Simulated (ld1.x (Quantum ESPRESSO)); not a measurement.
u(r) = r·R(r): atom against pseudo-atom (cobalt (Co))

Columns: radius, all-electron u(r) and pseudo u(r) of the 4p shell (level -14.67 eV) of cobalt in the configuration [Ar] 3d7 4s0 4p0; PBE, scalar-relativistic, ultrasoft scheme, ld1.x (Quantum ESPRESSO) 7.5.

```
r (bohr)  all-electron  pseudo
   0.118        0.1651  0.0041
   0.235        0.0688  0.0163
   0.353       -0.1212  0.0363
   0.470       -0.2470  0.0631
   0.588       -0.2844  0.0965
   0.705       -0.2523  0.1348
   0.822       -0.1777  0.1772
   0.940       -0.0809  0.2229
   1.058        0.0235  0.2705
   1.175        0.1258  0.3183
   1.292        0.2218  0.3656
   1.410        0.3096  0.4120
   1.528        0.3869  0.4560
   1.645        0.4528  0.4966
   1.763        0.5085  0.5338
   1.880        0.5534  0.5663
   1.998        0.5890  0.5944
   2.115        0.6153  0.6170
   2.232        0.6337  0.6340
   2.350        0.6450  0.6450
   2.468        0.6497  0.6497
   2.585        0.6486  0.6486
   2.702        0.6427  0.6427
   2.820        0.6325  0.6325
   2.938        0.6186  0.6186
   3.055        0.6019  0.6019
```

**Question.** How many radial nodes do the two functions have?

**Answer.** The all-electron 4p function has n − l − 1 = 2; the pseudo-wave has 0, since the states of the same l below it are removed with the core.

**Question.** At about which radius was the pseudo-wave matched?

**Answer.** 2.35 bohr. The columns agree to 0.0005 from 2.23 bohr on; several derivatives are matched, so the curves merge somewhat inside the radius.

**Question.** Is the pseudo-wave norm-conserving?

**Answer.** No, it belongs to an ultrasoft set: the norm inside the radius is not constrained, and the difference is carried by the augmentation charge.
